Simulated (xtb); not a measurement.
Method: GFN2-xTB (xtb).

```
xtb start.xyz --ohess tight --gfn 2 --chrg 0 --uhf 0 --iterations 400

# start.xyz
5

Sn     0.002275     0.009181    -0.015994
H     -1.155688    -1.300386    -0.099476
H     -0.852047     1.521504    -0.243417
H      1.260558    -0.220992    -1.210637
H      0.744902    -0.009306     1.569524
```

Output:

```
[...]
   *** GEOMETRY OPTIMIZATION CONVERGED AFTER 13 ITERATIONS ***
  Final Singlepoint                |
           -------------------------------------------------

          ...................................................
          :                      SETUP                      :
          :.................................................:
          :  # basis functions                  14          :
          :  # atomic orbitals                  13          :
          :  # shells                            7          :
          :  # electrons                         8          :
          :  max. iterations                   400          :
          :  Hamiltonian                  GFN2-xTB          :
          :  restarted?                      false          :
          :  GBSA solvation                  false          :
          :  PC potential                    false          :
          :  electronic temp.          300.0000000     K    :
          :  accuracy                    1.0000000          :
          :  -> integral cutoff          0.2500000E+02      :
          :  -> integral neglect         0.1000000E-07      :
          :  -> SCF convergence          0.1000000E-05 Eh   :
          :  -> wf. convergence          0.1000000E-03 e    :
          :  Broyden damping             0.4000000          :
          :  net charge                          0          :
          :  unpaired electrons                  0          :
          ...................................................

 iter      E             dE          RMSdq      gap      omega  full diag
   1     -4.1253269 -0.412533E+01  0.961E-05    8.37       0.0  T
   2     -4.1253269 -0.697664E-11  0.447E-05    8.37     999.7  T
   3     -4.1253269 -0.447642E-12  0.381E-05    8.37    1172.9  T

   *** convergence criteria satisfied after 3 iterations ***

         #    Occupation            Energy/Eh            Energy/eV
      -------------------------------------------------------------
         1        2.0000           -0.7468424             -20.3226
         2        2.0000           -0.4475547             -12.1786
         3        2.0000           -0.4474846             -12.1767
         4        2.0000           -0.4473534             -12.1731 (HOMO)
         5                         -0.1399207              -3.8074 (LUMO)
         6                         -0.1397311              -3.8023
         7                         -0.1395584              -3.7976
         8                         -0.0985333              -2.6812
         9                         -0.0695605              -1.8928
       ...                                ...                  ...
        13                          0.6202184              16.8770
      -------------------------------------------------------------
                  HL-Gap            0.3074328 Eh            8.3657 eV
             Fermi-level           -0.2936370 Eh           -7.9903 eV


         :::::::::::::::::::::::::::::::::::::::::::::::::::::
         ::                     SUMMARY                     ::
         :::::::::::::::::::::::::::::::::::::::::::::::::::::
         :: total energy              -4.105453247709 Eh    ::
         :: gradient norm              0.000327157903 Eh/a0 ::
         :: HOMO-LUMO gap              8.365672145789 eV    ::
         ::.................................................::
         :: SCC energy                -4.125326799643 Eh    ::
         :: -> isotropic ES           -0.000485284510 Eh    ::
         :: -> anisotropic ES          0.000351522678 Eh    ::
         :: -> anisotropic XC          0.001302527182 Eh    ::
         :: -> dispersion             -0.001278927385 Eh    ::
         :: repulsion energy           0.019873551934 Eh    ::
         :: add. restraining           0.000000000000 Eh    ::
         :: total charge               0.000000000000 e     ::
         :::::::::::::::::::::::::::::::::::::::::::::::::::::

           -------------------------------------------------
          |                Numerical Hessian                |
           -------------------------------------------------
step length          :   0.00500
SCC accuracy         :   0.30000
Hessian scale factor :   1.00000
frozen atoms in %    :   0.00000    0
RMS gradient         :   0.00033
estimated CPU  time      0.00 min
estimated wall time      0.00 min

writing file <hessian>.

 projected vibrational frequencies (cm⁻¹)
eigval :       -0.00    -0.00    -0.00     0.00     0.00     0.00
eigval :      674.28   675.03   675.47   780.74   781.77  1682.28
eigval :     1922.64  1924.55  1925.99
           -------------------------------------------------
          |                Property Printout                |
           -------------------------------------------------

    * Orbital Energies and Occupations

         #    Occupation            Energy/Eh            Energy/eV
      -------------------------------------------------------------
         1        2.0000           -0.7468432             -20.3226
         2        2.0000           -0.4475548             -12.1786
         3        2.0000           -0.4474847             -12.1767
         4        2.0000           -0.4473535             -12.1731 (HOMO)
         5                         -0.1399212              -3.8074 (LUMO)
         6                         -0.1397316              -3.8023
         7                         -0.1395590              -3.7976
         8                         -0.0985334              -2.6812
         9                         -0.0695613              -1.8929
        10                         -0.0695394              -1.8923
        11                          0.6189057              16.8413
        12                          0.6197330              16.8638
        13                          0.6202181              16.8770
      -------------------------------------------------------------
                  HL-Gap            0.3074323 Eh            8.3657 eV
             Fermi-level           -0.2936373 Eh           -7.9903 eV

     #   Z          covCN         q      C6AA      α(0)
     1  50 Sn       3.749    -0.024   337.200    33.489
     2   1 H        0.937     0.006     2.951     2.686
     3   1 H        0.937     0.006     2.951     2.686
     4   1 H        0.937     0.006     2.949     2.685
     5   1 H        0.937     0.006     2.958     2.689

 Mol. C6AA /au·bohr⁶  :        634.509959
 Mol. C8AA /au·bohr⁸  :      52634.104242
 Mol. α(0) /au        :         44.234685

Wiberg/Mayer (AO) data.
largest (>0.10) Wiberg bond orders for each atom

 ---------------------------------------------------------------------------
     #   Z sym  total        # sym  WBO       # sym  WBO       # sym  WBO
 ---------------------------------------------------------------------------
     1  50 Sn   3.131 --     5 H    0.783     3 H    0.783     2 H    0.783
                             4 H    0.783
     2   1 H    1.000 --     1 Sn   0.783
     3   1 H    1.000 --     1 Sn   0.783
Molecule has the following symmetry elements: 4*(C3) 3*(C2) 3*(S4) 6*(sigma)
It seems to be the Td point group
     4   1 H    1.000 --     1 Sn   0.783
     5   1 H    1.000 --     1 Sn   0.783
 ---------------------------------------------------------------------------

Topologies differ in total number of bonds
Writing topology from bond orders to xtbtopo.mol

molecular dipole:
                 x           y           z       tot (Debye)
 q only:       -0.000      -0.000      -0.001
   full:       -0.001      -0.000      -0.003       0.008
molecular quadrupole (traceless):
                xx          xy          yy          xz          yz          zz
 q only:        0.001      -0.000       0.002      -0.003       0.000      -0.003
  q+dip:       -0.001       0.002       0.004      -0.006      -0.002      -0.003
   full:        0.002      -0.000       0.001      -0.003       0.001      -0.004

           -------------------------------------------------
          |                Geometry Summary                 |
           -------------------------------------------------

      molecular mass/u    :      122.7418756
   center of mass at/Å    :       -0.0002164      -0.0001019      -0.0007642
  moments of inertia/u·Å² :        0.7212773E+01   0.7220758E+01   0.7224424E+01
rotational constants/cm⁻¹ :        0.2337192E+01   0.2334607E+01   0.2333422E+01

 * 4 selected distances

     #   Z          #   Z                                           value/Å
     1  50 Sn       2   1 H                                       1.6390599
     1  50 Sn       3   1 H                                       1.6386890
     1  50 Sn       4   1 H                                       1.6385216 (min)
     1  50 Sn       5   1 H                                       1.6392356 (max)

 * 1 distinct bonds (by element types)

   Z      Z             #   av. dist./Å        max./Å        min./Å
   1 H   50 Sn          4     1.6388765     1.6392356     1.6385216

           -------------------------------------------------
          |               Frequency Printout                |
           -------------------------------------------------
 projected vibrational frequencies (cm⁻¹)
eigval :       -0.00    -0.00    -0.00     0.00     0.00     0.00
eigval :      674.28   675.03   675.47   780.74   781.77  1682.28
eigval :     1922.64  1924.55  1925.99
 reduced masses (amu)
   1: 15.73   2: 86.63   3: 94.97   4:112.66   5: 35.43   6:  2.14   7:  3.70   8:  3.70
   9:  3.70  10:  1.01  11:  1.01  12:  1.01  13:  2.18  14:  2.18  15:  2.18
 IR intensities (km·mol⁻¹)
   1:  0.00   2:  0.00   3:  0.00   4:  0.00   5:  0.00   6:  0.00   7:364.75   8:364.69
   9:365.16  10:  0.01  11:  0.01  12:  0.03  13:636.44  14:636.40  15:636.91
 Raman intensities (Ä⁴*amu⁻¹)
   1:  0.00   2:  0.00   3:  0.00   4:  0.00   5:  0.00   6:  0.00   7:  0.00   8:  0.00
   9:  0.00  10:  0.00  11:  0.00  12:  0.00  13:  0.00  14:  0.00  15:  0.00
 output can be read by thermo (or use thermo option).
 writing <g98.out> molden fake output.
 recommended (thermochemical) frequency scaling factor: 1.0
           -------------------------------------------------
          |             Thermodynamic Functions             |
           -------------------------------------------------

td  symmetry found (for desy threshold:  0.10E+00) used in thermo

          ...................................................
          :                      SETUP                      :
          :.................................................:
          :  # frequencies                           9      :
          :  # imaginary freq.                       0      :
          :  linear?                             false      :
          :  only rotor calc.                    false      :
          :  symmetry                               td      :
          :  rotational number                      12      :
          :  scaling factor                  1.0000000      :
          :  rotor cutoff                   50.0000000 cm⁻¹ :
          :  imag. cutoff                  -20.0000000 cm⁻¹ :
          :.................................................:

    mode    ω/cm⁻¹     T·S(HO)/kcal·mol⁻¹    T·S(FR)/kcal·mol⁻¹   T·S(vib)
   ------------------------------------------------------------------------
   ------------------------------------------------------------------------

   temp. (K)  partition function   enthalpy   heat capacity  entropy
                                   cal/mol     cal/K/mol   cal/K/mol   J/K/mol
 298.15  VIB   1.18                  340.211      4.085      1.469
         ROT   123.                  888.752      2.981     12.552
         INT   146.                 1228.963      7.066     14.021
         TR   0.132E+28             1481.254      4.968     40.311
         TOT                        2710.2168    12.0341    54.3313   227.3222

       T/K    H(0)-H(T)+PV         H(T)/Eh          T*S/Eh         G(T)/Eh
   ------------------------------------------------------------------------
    298.15    0.431901E-02    0.294763E-01    0.258146E-01    0.366171E-02
   ------------------------------------------------------------------------

         :::::::::::::::::::::::::::::::::::::::::::::::::::::
         ::                  THERMODYNAMIC                  ::
         :::::::::::::::::::::::::::::::::::::::::::::::::::::
         :: total free energy          -4.101791536964 Eh   ::
         ::.................................................::
         :: total energy               -4.105453247711 Eh   ::
         :: zero point energy           0.025157261129 Eh   ::
         :: G(RRHO) w/o ZPVE           -0.021495550382 Eh   ::
         :: G(RRHO) contrib.            0.003661710747 Eh   ::
         :::::::::::::::::::::::::::::::::::::::::::::::::::::

optimized geometry written to: xtbopt.xyz

           -------------------------------------------------
          | TOTAL ENERGY               -4.105453247711 Eh   |
          | TOTAL ENTHALPY             -4.075976981170 Eh   |
          | TOTAL FREE ENERGY          -4.101791536964 Eh   |
          | GRADIENT NORM               0.000327090712 Eh/α |
          | HOMO-LUMO GAP               8.365659783895 eV   |
           -------------------------------------------------

------------------------------------------------------------------------
```

Cost: very roughly 0.04 core-seconds.
